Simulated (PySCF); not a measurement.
# Removing the step error of a finite difference

System: C3H10GeO3 (SMILES C[O][GeH]([O]C)[O]C), singlet, at a GFN2-xTB geometry, atoms displaced at random by about 0.08 Å a coordinate. Level: PySCF with HF/STO-3G, gradient. Sums are taken with unrounded values, so a last digit can differ.

Central differences of the energy along z of atom 3 gave a gradient component of 0.099873 Eh/bohr at step 0.05 and 0.108964 Eh/bohr at step 0.2 (atomic units).

**Question.** Extrapolate to zero step.

**Answer.** The leading error of a symmetric difference goes as h², so A(h) = A0 + c h². Then c = (0.108964 - (0.099873))/(0.2² - 0.05²) = 0.242 (atomic units) and A0 = 0.099873 - c × 0.05² = 0.099267 Eh/bohr. The analytic value from the same program and level is 0.099274 Eh/bohr: the smaller step missed it by 0.000598, the extrapolation by -0.000008.
